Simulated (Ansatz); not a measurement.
FeSi17H24, relaxed as a singlet with RKS PBE-D4/def2-SVP in Ansatz, starting from a model built from a lattice or polyhedron. Force threshold 0.03 eV/Å.

Single mean-field runs in def2-SVP are fitted with def2-universal-jkfit. The restricted singlet is unstable towards broken spin symmetry in Hartree–Fock (as tested in another run); at PBE-D4/def2-SVP this wasn't settled.

Start:

```xyz
42

Si    2.224   -1.848   -3.226
Si    2.469    1.398   -1.224
Si   -3.879    0.766    0.630
Si   -0.556    2.718    0.718
Si   -0.831   -0.529   -1.314
Si    2.197   -1.947    0.607
Si   -0.859   -0.648    2.523
Si    2.447    1.281    2.629
Si   -0.126   -1.646   -3.301
Si   -3.170   -0.343   -1.320
Si    0.169    1.633   -1.221
Si    2.917   -3.068   -1.319
Si    3.171    0.194    0.649
Si   -2.899    2.936    0.690
Si   -3.191   -0.443    2.510
Si    0.107    1.505    2.607
Si   -0.150   -1.764    0.602
Fe   -1.553    0.582    0.677
H     2.643   -2.529   -4.440
H     2.846   -0.520   -3.196
H     3.090    2.748   -1.188
H     2.911    0.741   -2.416
H    -5.332    0.896    0.612
H     0.015    4.064    0.770
H     2.598   -2.711    1.781
H    -0.452   -1.413    3.699
H     3.049    2.650    2.670
H     2.878    0.539    3.779
H    -0.525   -0.863   -4.432
H    -0.715   -2.958   -3.279
H    -3.582    0.411   -2.479
H    -3.756   -1.654   -1.350
H    -0.302    2.389   -2.390
H     4.332   -3.170   -1.340
H     2.320   -4.394   -1.395
H     4.606    0.049    0.685
H    -3.321    3.702   -0.469
H    -3.329    3.624    1.920
H    -3.623    0.227    3.721
H    -3.798   -1.762    2.477
H    -0.306    2.184    3.801
H    -0.735   -3.031    0.544
```

(1) Estimate the energy that the relaxation releases and the steps that it takes.

(2) Does the start keep its bonding and symmetry?

(3) Predict the relaxed structure.

Answers

(1) 2.29 eV, in 34 steps; 2.4 min on 2 threads of AMD EPYC 7R13 on a shared host and a share (18 GiB) of an NVIDIA H100 80GB HBM3. No frequencies were taken in this run, so the end may be a saddle point.

(2) Bonds lost: Si4–Fe18, Si11–Fe18 (atoms count from 1).

(3) 
```xyz
42

Si    1.686   -1.685   -3.396
Si    3.139    1.467   -0.966
Si   -4.106    0.427    0.963
Si   -0.154    3.102    0.137
Si   -0.649   -0.020   -1.057
Si    2.185   -1.845    0.549
Si   -0.844   -0.668    2.588
Si    2.017    1.321    2.739
Si   -0.616   -1.334   -3.014
Si   -3.296   -0.600   -0.871
Si    0.869    1.767   -1.486
Si    2.768   -2.713   -1.568
Si    3.195    0.223    1.022
Si   -2.386    2.424    0.193
Si   -3.246   -0.931    2.615
Si   -0.218    1.706    2.050
Si   -0.155   -1.691    0.596
Fe   -1.806    0.221    0.813
H     1.894   -2.566   -4.605
H     2.318   -0.348   -3.689
H     3.782    2.818   -0.769
H     3.898    0.737   -2.046
H    -5.116    1.491    1.307
H     0.336    4.516    0.366
H     2.591   -2.853    1.600
H    -0.231   -0.900    3.943
H     2.653    2.671    2.978
H     2.146    0.512    4.009
H    -1.194   -0.573   -4.183
H    -1.344   -2.648   -2.887
H    -3.555    0.083   -2.186
H    -3.452   -2.092   -1.000
H     0.681    2.304   -2.886
H     4.265   -2.643   -1.758
H     2.370   -4.170   -1.584
H     4.624   -0.055    1.431
H    -3.199    2.586   -1.078
H    -3.039    3.330    1.219
H    -3.595   -0.468    4.007
H    -3.544   -2.396    2.446
H    -0.850    2.503    3.171
H    -0.822   -3.007    0.288
```
Bond lengths: 20 × Si–Si 2.25 to 2.51 Å; 8 × Fe–Si 2.21 to 2.58 Å; 24 × H–Si 1.50 to 1.52 Å.
